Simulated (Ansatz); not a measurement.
`[NH]=[Ta]([OH])([OH])[OH]`. Charge 0, multiplicity 1. Ta takes the def2 core potential.

```xyz
9

N    -0.279   -1.653    0.715
Ta   -0.063   -0.026    0.058
O     0.281    1.165    1.530
O    -1.665    0.447   -0.895
O     1.419    0.026   -1.146
H    -0.460   -2.552    1.125
H     0.571    2.076    1.500
H    -1.814    1.194   -1.474
H     2.011   -0.677   -1.413
```

Problem. What are the harmonic wavenumbers in cm⁻¹ at PBE0-D4/def2-TZVP (Ansatz, finite differences of forces, unscaled)? (Best estimate.)

Solution. Ansatz gave: 133, 177, 178, 196, 226, 255, 294, 357, 410, 436, 499, 513, 596, 676, 695, 709, 1001, 3702, 3935, 3937, 3941.

Problem. Is this a minimum?

Solution. Yes, all 21 modes are real.

Problem. Give the ideal-gas thermochemistry at 298.15 K and 1 bar (rigid rotor, harmonic oscillator; point group Cs, symmetry number 1).

Solution. Zero-point energy 136.8 kJ/mol; H(298) − E = 161.8 kJ/mol; entropy 375.7 J/(mol·K), of which translation 177.6, rotation 112.3, vibration 85.9; G(298) − E = 49.8 kJ/mol.

Problem. And at 400, 500, 600, 800 and 1000 K?

Solution. 
| T (K) | H − E (kJ/mol) | S (J/mol/K) | G − E (kJ/mol) |
| --- | --- | --- | --- |
| 400 | 176.1 | 416.7 | 9.4 |
| 500 | 191.2 | 450.4 | -34.0 |
| 600 | 207.0 | 479.2 | -80.5 |
| 800 | 239.9 | 526.4 | -181.3 |
| 1000 | 273.9 | 564.4 | -290.5 |
